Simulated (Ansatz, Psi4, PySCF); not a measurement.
chloroform (CHCl₃), singlet, at a GFN2-xTB geometry. Base run: PySCF with PBE/STO-3G.

Geometry (Å):
```xyz
5

C     -0.0010     0.0071     0.4810
H     -0.0033     0.0232     1.5723
Cl     0.0093     1.6740    -0.1122
Cl     1.4466    -0.8467    -0.0718
Cl    -1.4553    -0.8311    -0.0783
```
Charge 0, spin multiplicity 1.
All else is at PySCF's defaults.

The same geometry, method and basis name were run in Ansatz (a first-principles code) and Psi4 and PySCF, at each program's defaults and at the settings that a row names. The base is PySCF at its defaults. Differences at the defaults can come from grids, fitting, cores and function types together.

| code and settings | ΔE vs base (µEh) | basis functions | E (Eh) | SCF cycles | dipole (D) |
|---|---|---|---|---|---|
| PySCF, defaults (exact integrals, its default grid, spherical functions) | 0.0 | 33 | -1403.12072 | 7 | 1.52 |
| Psi4, defaults (density fitting with its default set, its default grid, spherical functions) | -2801 | 33 | -1403.12352 | 7 | 1.52 |
| Ansatz, defaults (factorised integrals, its default grid, spherical functions) | -1.1 | 33 | -1403.12072 | - | - |
| PySCF, density fitting with def2-universal-jkfit | -2784 | 33 | -1403.12351 | 7 | 1.52 |
| PySCF, fine grid | -1.3 | 33 | -1403.12073 | 7 | 1.52 |
| Psi4, exact integrals, spherical functions, fine grid | -1.4 | 33 | -1403.12073 | 9 | 1.52 |
| Ansatz, high accuracy | -1.5 | 33 | -1403.12073 | - | - |
